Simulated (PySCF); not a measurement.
NMR data simulated for an unnamed compound:

1H NMR (500 MHz, computed): δ 2.21 (s, 9H), -0.25 (s, 9H).

13C{1H} NMR (computed): δ 47.4 (CH3), 7.7 (CH3).

- NMR shieldings at B97-2/pcSseg-1/GIAO
- geometry from PBE0-D3(BJ)/def2-SVP
- run in PySCF
- relativity neglected, one conformer, rapidly exchanging positions averaged, isolated molecule

Shifts are taken against calculated references (same method and geometry level): 1H, 13C vs TMS.

Which of these does the molecule contain: an amide, an N-methyl group, an OH group, a (CH3)2CH unit?

Results:


- An amide: no.
- An N-methyl group: yes (δC 47.4; δH 2.21 (s)).
- An OH group: no.
- A (CH3)2CH unit: no.

The data belong to SMILES C[N+]([B-](C)(C)C)(C)C, C$_{6}$H$_{18}$BN; they needn't prove each group on their own.

Carbon signals by region: 2 below 50 ppm.

A carbon bonded to boron is broadened by the quadrupolar boron nucleus and is often missing from a measured spectrum. Shifts are as computed. Against solution values, carbons near 30 ppm lie about +1 ppm off and those near 130 ppm about +2 ppm. Of 1211 compounds with measured shifts, 218 miss one by over three times the rms of a fit or turn the order of signals round; such compounds aren't used in these exercises. Multiplicities follow the n + 1 count of equivalent neighbours, as no J values were calculated; m marks all less simple cases, F and P coupling included.
